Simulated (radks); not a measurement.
The numbers below are computed, except where a source is named.
Numerical settings for the antimony ion Sb19+, [Ar] 3d10 4s2 4p2. Code: a radial shooting solver on a logarithmic mesh with Libxc functionals. Model: scalar-relativistic Kohn-Sham, PBE, spin-polarised, spherical densities, finite nucleus; open shells are filled with parallel spins first (spin-orbit coupling, left out, can overturn this in heavy ions); Fermi nuclear charge, rms radius 4.6802 fm. The defaults (mesh step 0.008 in ln r, mesh end at 40 bohr or more with all orbitals vanishing there, Anderson mixing 0.5 over 9 steps, residual threshold near 1e-9 with the energy settled to 1e-9 hartree or 1e-11 of itself, here a cap of 68 iterations) give E = -6331.8801 hartree and 4p at -533.06 eV in 15 iterations. Run on one thread of a shared host, so times are rough (Intel(R) Xeon(R) Platinum 8488C): 0.2 s of CPU time, 0.2 s wall, 15 iterations on 2189 mesh points. Changes against that run (0 stands for a change within the tolerance of the run):

setting                    iterations  converged  E (mhartree)  e(4p) (meV)  CPU (s)
mesh step in ln r 0.2              68         no      diverged            -     0.37
mesh step in ln r 0.08              2         no      diverged            -     0.02
mesh step in ln r 0.03             14        yes      +0.00188     +0.00656     0.06
mesh end (bohr) 8                  15        yes             0            0      0.2
mesh end (bohr) 2                  15        yes         +4.48        +71.7     0.19
residual threshold 0.01             9        yes             0      +0.0522     0.15
residual threshold 1e-16           68         no             0            0     0.47
mixing 1                           14        yes             0            0     0.23
linear mixing, mixing 0.5          30        yes             0            0     0.45
linear mixing, mixing 1            25         no      diverged            -      0.4
mixing history 20                  24        yes             0            0     0.33
iteration cap 2                     2         no     +2.06e+04    -1.79e+05     0.04

Settings that end as converged yet miss the energy by more than 1 mhartree: mesh end (bohr) 2 (+0.00448 hartree). A mesh that ends early acts as a hard wall.
